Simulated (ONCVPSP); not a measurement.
# Plane-wave convergence, ONCV potential for Ba

| Item | Value |
| --- | --- |
| Element | barium (Ba) |
| Generator | ONCVPSP 4.0.1 |
| Type | optimised norm-conserving Vanderbilt (ONCV) |
| Functional | PBEsol |
| Relativity | scalar-relativistic |
| Frozen core | [Kr] 4d10 |
| Valence charge | 10 |
| Reference configuration | 5s2 5p6 6s1 6p1 |
| Partial waves | 5s+6s: rc 2.10 bohr, ncon 3, nbas 6, qcut 5.4 1/bohr, 2 projectors; 5p+6p: rc 2.70 bohr, ncon 4, nbas 8, qcut 4.7 1/bohr, 2 projectors; d scattering state at 0.38 Ha: rc 2.60 bohr, ncon 4, nbas 7, qcut 4 1/bohr, 2 projectors, debl 1.1 Ha |
| Local potential | polynomial inside 1.60 bohr (lpopt 5, dvloc0 0 Ha) |
| Core correction | none |

In the d channel the program set the typed energies aside and used 0.050, 1.150 Ha.

Task: For each optimised wave give the share of its norm inside rc, the residual kinetic energy above qcut (Ha) and the cutoffs (Ha) for errors of 10, 1, 0.1 and 0.01 mHa per electron.

Result:

| wave | norm inside rc | residual KE | 10 mHa | 1 mHa | 0.1 mHa | 0.01 mHa |
| --- | --- | --- | --- | --- | --- | --- |
| 5s | 0.819 | 6.2e-06 | 8.0 | 10.4 | 12.3 | 14.5 |
| 6s | 0.044 | 1.8e-06 | 6.0 | 9.1 | 11.5 | 13.4 |
| 5p | 0.881 | 2.0e-06 | 3.2 | 4.3 | 8.1 | 9.8 |
| 6p | 0.033 | 8.4e-07 | 2.2 | 3.5 | 6.2 | 9.0 |
| d projector 1 | 0.091 | 7.1e-07 | 2.7 | 4.3 | 5.6 | 6.7 |
| d projector 2 | 0.136 | 2.2e-05 | 4.5 | 6.1 | 7.2 | 10.5 |

The occupied waves need 10 Ha and 12 Ha for 1 and 0.1 mHa. Note: no bound ghost flagged; GHOST(+) flagged for s at 41.7 eV.
